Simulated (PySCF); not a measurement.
Assignment exercise: C6H7F

Mapped SMILES: `[CH2:1]=[CH:2][C@:3]1([F:4])[CH2:5][C:6]1=[CH2:7]`. Each H is labelled by its parent atom. Ha(C1), Ha(C7) are cis to C3; Ha(C5) is pro-R; Hb(C5) is pro-S; Hb(C1), Hb(C7) are trans to C3.

- NMR shieldings at PBE0/pcSseg-1/GIAO
- GFN2-xTB geometry
- run in PySCF 2.14.0 with density-fitted response routines
- gas phase, single conformer, relativity neglected

Scale: ¹³C (σ = 186.93 ppm) and ¹H (σ = 31.72 ppm) vs TMS (reference shieldings calculated alike).

**Question.** Assign these signals to the numbered atoms. ¹³C{¹H} NMR (computed): δ 145.0, 143.7, 119.4, 115.9, 80.3, 21.6.

**Answer.** 
145.0 → C6, fully substituted alkene carbon: an sp2 carbon of a C=C bond
143.7 → C2, alkene CH: an sp2 carbon of a C=C bond
119.4 → C1, terminal =CH2 carbon: the olefinic region
115.9 → C7, terminal =CH2 carbon
80.3 → C3, three-membered-ring carbon: the inductive effect lowers its shielding
21.6 → C5, three-membered-ring carbon

C6 and C2 lie closer than the usual error of such a calculation, so a measured spectrum could show them in the other order.

**Question.** Assign these signals to the numbered atoms. ¹H NMR (400 MHz, computed): δ 6.29 (m, 1H), 6.01 (m, 1H), 5.92 (m, 1H), 5.63 (m, 1H), 5.57 (m, 1H), 1.96 (m, 1H), 1.42 (m, 1H).

**Answer.** 
6.29 → Ha(C7), hydrogen on a terminal =CH2 carbon: a vinylic proton, deshielded by the sp2 carbon and the C=C anisotropy
6.01 → Hb(C7), hydrogen on a terminal =CH2 carbon
5.92 → Ha(C1), hydrogen on a terminal =CH2 carbon
5.63 → Hb(C1), hydrogen on a terminal =CH2 carbon
5.57 → H(C2), hydrogen on an alkene CH: attached to an sp2 carbon and in the plane of the double bond
1.96 → Hb(C5), hydrogen on a three-membered-ring carbon
1.42 → Ha(C5), hydrogen on a three-membered-ring carbon: cyclopropane-type protons are shielded by the ring

Hb(C7) and Ha(C1); Hb(C1) and H(C2) lie closer than the usual error of such a calculation, so a measured spectrum could show them in the other order.

Splittings by ¹⁹F in the carbon and heteronuclear signals aren't shown, as no couplings were computed. Shifts are as computed. Against solution values, carbons near 30 ppm lie about +3 ppm off and those near 130 ppm about +5 ppm. Of 1211 compounds with measured shifts, 218 miss one by over three times the rms of a fit or turn the order of signals round; such compounds aren't used in these exercises. Multiplicities follow the n + 1 count of equivalent neighbours, as no J values were calculated; m marks all less simple cases, F and P coupling included.
